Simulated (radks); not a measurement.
The numbers below are computed, except where a source is named.
Fractional charge and spin in the 6s shell of neodymium: the spin-up occupation runs from 0 to 1 and the spin-down occupation from 0 to 1; the fullest corner is Nd, [Xe] 4f(up 2, down 2) 6s(up 1, down 1). Level of theory: scalar-relativistic Kohn-Sham, LDA (Slater exchange, Perdew-Wang correlation), spin-polarised, spherical densities, finite nucleus; Fermi nuclear charge, rms radius of each element as measured or else 0.836 A^(1/3) + 0.57 fm (a radial shooting solver on a logarithmic mesh with Libxc functionals). Energy (eV) minus the two flat planes that join the four corners (they meet along the diagonal where the two added fractions sum to one electron); zero is where a piecewise linear energy would lie.

down \ up       0    0.25     0.5    0.75       1
0           0.000  -0.442  -0.601  -0.455   0.000
0.25       -0.442  -0.547  -0.362   0.126  -0.415
0.5        -0.601  -0.362   0.167  -0.341  -0.553
0.75       -0.455   0.126  -0.341  -0.519  -0.413
1           0.000  -0.415  -0.553  -0.413   0.000

Corners above the fullest one (they belong to Nd+ and the next ion): (up 1, down 0) 5.824 eV, (up 0, down 1) 5.824 eV, (up 0, down 0) 16.975 eV. With half an added electron in each spin the energy lies 0.167 eV from the planes, and with half an added electron in spin up alone -0.601 eV. The planes are only a guide here: the flat-plane condition holds for ground states with one frontier orbital, while this shell lies below other occupied shells, so the corners above the fullest one are inner-hole states and not the ground states of those ions.
